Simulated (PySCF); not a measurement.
Input of an EPR job (settings, then geometry in Å):

```
{"job": {"kind": "epr", "basis": "pcH-1"}, "charge": 0, "multiplicity": 2}
C     -1.563439     1.096563     0.265082
C     -0.670021    -0.010749    -0.171429
C     -1.257697    -1.119557    -0.971853
C      0.641386    -0.000342     0.153897
C      1.836027     0.001619     0.447876
C      3.192651     0.034334     0.800462
O      3.736568     0.907356     1.450926
H     -2.379358     0.705617     0.875930
H     -2.015896     1.580243    -0.602694
H     -1.015737     1.839048     0.839025
H     -1.696641    -0.727896    -1.891526
H     -2.062381    -1.602202    -0.413862
H     -0.508197    -1.863997    -1.226794
H      3.762056    -0.840508     0.422793
```

The calculation used UKS B3LYP, pcH-1 on C H O, non-relativistic, mean-field spin-orbit, GIAO (PySCF). Geometry: GFN2-xTB; no solvent, vibrations or thermal averaging. Couplings are sensitive to structure, and on GFN2-xTB geometries they can be far from those on DFT ones.

Output of the driver script. The program numbers atoms from 0.

```
UKS, coarse grid
  cycle   1  E = -307.82860897  |g| = 6.25e-01
  cycle   2  E = -306.35890087  |g| = 1.73e+00
  cycle   3  E = -307.90718557  |g| = 3.68e-01
  cycle   4  E = -307.98167197  |g| = 1.61e-01
  cycle   5  E = -307.98732377  |g| = 1.28e-01
  cycle   6  E = -307.99538137  |g| = 2.12e-02
  cycle   7  E = -307.99569981  |g| = 1.04e-02
  cycle   8  E = -307.99580319  |g| = 5.01e-03
  cycle   9  E = -307.99583440  |g| = 2.61e-03
  cycle  10  E = -307.99584229  |g| = 9.01e-04
UKS, final grid
  cycle   1  E = -307.99584565  |g| = 8.95e-04
  cycle   2  E = -307.99584579  |g| = 1.23e-03
  cycle   3  E = -307.99584656  |g| = 3.13e-04
  cycle   4  E = -307.99584667  |g| = 2.79e-04
  cycle   5  E = -307.99584679  |g| = 1.20e-04
  cycle   6  E = -307.99584680  |g| = 1.29e-05
E = -307.99584680 Eh   <S^2> = 0.7739 (exact 0.7500)
g shifts (ppm)      1          2          3
  rmc          -177       -177       -177
  gc             -8         30         32
  oz_so         -26       1753       4229
  total        -211       1606       4084
hyperfine (MHz)  atom isotope    a_iso     a_fc   dipolar eigenvalues
    0   13C     -22.45     -22.45     -1.30      0.48      0.82
    1   13C      55.43      55.43    -51.00    -50.65    101.66
    2   13C     -22.46     -22.46     -1.30      0.52      0.78
    3   13C     -55.29     -55.29    -19.11     -0.65     19.76
    4   13C      35.72      35.72    -36.62    -26.75     63.37
    5   13C     -24.90     -24.90     -7.47      1.40      6.06
    6   17O     -15.08     -15.08    -66.82     33.20     33.62
    7    1H      66.05      66.05     -3.10     -2.31      5.41
    8    1H      66.34      66.34     -3.11     -2.30      5.41
    9    1H       1.69       1.69     -2.46     -2.29      4.75
   10    1H      66.06      66.06     -3.10     -2.34      5.44
   11    1H      65.55      65.55     -3.10     -2.34      5.44
   12    1H       1.71       1.71     -2.44     -2.42      4.85
   13    1H      -0.06      -0.06     -3.30     -1.58      4.89
```

|g| in the SCF lines is the orbital gradient. In the g block, columns 1 to 3 are the principal axes in rising order; rmc is the relativistic mass correction, gc the gauge correction and oz_so the orbital-Zeeman/spin–orbit term. a_fc is the Fermi-contact part of a_iso, here all of it, since this run has no spin–orbit term in the hyperfine coupling.

Task: Is the state sound, as far as the log shows?

Result: The SCF converged after 16 cycles in all, 10 of them on the coarse grid; no stability test was run. ⟨S²⟩ = 0.7739 against the exact 0.7500, 3.2 % above the value of a pure doublet state.

Task: What are the principal g values and g_iso?

Result: Adding the total shifts to 2.002319 gives 2.00211, 2.00393, 2.00640; their mean shift is 1827 ppm, so g_iso = 2.00415.

Task: Which couplings shape the isotropic spectrum at natural abundance (0.05 mT or more)? Keep the log's numbering.

Result: atoms 7, 8, 9 (1H, I = 1/2): mean 44.7 MHz = 1.59 mT in magnitude, a 1:3:3:1 quartet; atoms 10, 11, 12 (1H, I = 1/2): mean 44.4 MHz = 1.58 mT in magnitude, a 1:3:3:1 quartet. Together 16 lines to first order. Means are taken over nuclei equivalent by connectivity, which assumes that they swap fast. C1 and C3, with what hangs on them, aren't averaged: C2 is flat or nearly so (angle sum 360°), and its turn about the short C2–C4 bond (1.35 Å) is taken as slow. The three 1H nuclei of mean +44.7 MHz run from 1.7 to 66.3 MHz in the frozen geometry. The three 1H nuclei of mean +44.4 MHz run from 1.7 to 66.1 MHz in the frozen geometry.

Task: What are the principal values of the full tensor of atom 6 (17O)?

Result: a_iso plus each dipolar eigenvalue: -81.90, 18.12, 18.54 MHz.

The species is `C(=O)C#C[C](C)C` [radical]. The run used 245 basis functions and 6 iterations of the response equations. 

Hardware: one thread, Arm Neoverse V2 (aarch64), no GPU, on a shared host. Cost: 43 s (grids of density and orbitals included), 0.86 GiB resident at most.
Labels such as C1 count atoms from 1, the log's own numbers from 0.
